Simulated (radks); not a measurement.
Trend from La+ to Lu+: ionisation energy by Delta-SCF between NIST ground configurations, and size. Method: Dirac Kohn-Sham, PBE, spin-unpolarised, spherical densities, point nucleus; open shells fill j = l - 1/2 first; computed with a radial shooting solver on a logarithmic mesh with Libxc functionals.

species,configuration,IE (eV),NIST (eV),kind,outermost,<r> outermost (bohr)
La+,[Xe] 5d2,10.899,11.185,exp.,5d3/2,2.87
Ce+,[Xe] 4f1 5d2,9.680,10.96,semi-emp.,5d3/2,2.82
Pr+,[Xe] 4f3 6s1,10.617,10.63,semi-emp.,6s1/2,4.08
Nd+,[Xe] 4f4 6s1,10.777,10.78,semi-emp.,6s1/2,4.02
Pm+,[Xe] 4f5 6s1,10.930,10.94,semi-emp.,6s1/2,3.97
Sm+,[Xe] 4f6 6s1,11.078,11.08,semi-emp.,6s1/2,3.91
Eu+,[Xe] 4f7 6s1,11.226,11.24,semi-emp.,6s1/2,3.86
Gd+,[Xe] 4f7 5d1 6s1,12.066,12.08,semi-emp.,6s1/2,3.67
Tb+,[Xe] 4f9 6s1,11.518,11.51,semi-emp.,6s1/2,3.77
Dy+,[Xe] 4f10 6s1,11.663,11.65,semi-emp.,6s1/2,3.72
Ho+,[Xe] 4f11 6s1,11.808,11.78,semi-emp.,6s1/2,3.67
Er+,[Xe] 4f12 6s1,11.954,11.92,semi-emp.,6s1/2,3.63
Tm+,[Xe] 4f13 6s1,12.100,12.07,semi-emp.,6s1/2,3.59
Yb+,[Xe] 4f14 6s1,12.248,12.179,exp.,6s1/2,3.54
Lu+,[Xe] 4f14 6s2,14.269,14.13,semi-emp.,6s1/2,3.27

Reference values: NIST Atomic Spectra Database (exp. = measured, semi-emp. = semi-empirical, theory = theoretical value adopted there). Spin polarisation and multiplet splitting are left out, so open shells lie too high by an amount that depends on their filling.

Beside tabulated values, note that spin-unpolarised runs miss the spin-polarisation part of the exchange energy of open shells.
